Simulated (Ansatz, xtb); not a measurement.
## Ranking isomers of C5H6OSSi

3 gas-phase structures of C5H6OSSi, from a drawn sample of its isomers (lower ones may exist). Each was relaxed with GFN2-xTB; where two conformers were screened, the lower at r2SCAN-D4/def2-SVP is listed:

A. `O=Cc1csc([SiH3])c1`, a singlet
B. `O=Cc1ccsc1[SiH3]`, a singlet
C. `O=Cc1cscc1[SiH3]`, a singlet

Which do you expect lowest at r2SCAN-D4/def2-SVP, and how would the others follow?

Calculated order at r2SCAN-D4/def2-SVP: C (0.0), A (1.8), B (5.5) kJ/mol. Less than 1 kcal/mol parts C and A; A and B, so the order within those pairs means little.

Energies above the lowest of each column, in kJ/mol; the last columns are at B3LYP/def2-SVP geometries:

| structure | GFN2-xTB | HF/STO-3G | r2SCAN-D4/def2-SVP | B3LYP/def2-SVP | CCSD(T)/def2-SVP + ΔMP2/def2-TZVPP |
| --- | --- | --- | --- | --- | --- |
| C | 0.0 | 10.3 | 0.0 | 0.0 | 0.0 |
| A | 18.2 | 0.0 | 1.8 | 3.9 | 4.3 |
| B | 18.3 | 6.8 | 5.5 | 6.9 | 4.7 |

CCSD(T)/def2-SVP + ΔMP2/def2-TZVPP puts C lowest; HF/STO-3G picks A. Some further structures that were screened fall inside this span and aren't listed. Flexible structures stand in one conformer each, not always the lowest. ΔMP2 is the change of the MP2 energy from the smaller to the larger basis.

Programs: Ansatz 0.2.0, xtb 6.7.1.
